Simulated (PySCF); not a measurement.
Cartesian coordinates (Å):
```xyz
3

B     -0.0006     0.3409     0.0000
H      1.0760    -0.1690     0.0000
H     -1.0755    -0.1724     0.0000
```
Charge 0, spin multiplicity 2.

Problem. Give the total energy, highest occupied spin orbital and dipole moment at the level PBE-D3(BJ)/def2-TZVP // TPSSh-D3(BJ)/def2-TZVP in PySCF.

Solution. 
```json
{
  "total_energy": "-25.8833 Ha",
  "highest_occupied_spin_orbital": "-4.93 eV",
  "dipole_moment": "0.51 D"
}
```
